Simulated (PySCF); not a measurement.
2-fluorocyclopenta-1,3-diene (C5H5F), SMILES FC1=CCC=C1. Geometry optimised at PBE-D3(BJ)/def2-SVP. One conformer was computed; it need not be the lowest.

Computed with PBE-D3(BJ)/def2-SVP (PySCF).

Harmonic wavenumbers (cm⁻¹): 255, 357, 405, 589, 607, 652, 745, 778, 861, 906, 908, 932, 977, 1038, 1062, 1184, 1219, 1263, 1322, 1384, 1547, 1647, 2958, 2993, 3152, 3173, 3188. Rotational constants (GHz): 8.109, 3.326, 2.394; symmetry number 1.

Q: Work out the zero-point energy and the ideal-gas rigid-rotor harmonic-oscillator thermochemistry at 298.15 K and 1 atm.

A: ZPE = ½ Σ hcν = ½ × 36102 cm⁻¹ = 51.61 kcal/mol. H − E(el) = 55.34 kcal/mol. Entropy in cal/(mol K): translation 39.20, rotation 26.01, vibration 6.52, total 71.74. G − E(el) = 33.95 kcal/mol. Cp = 21.14 cal/(mol K).
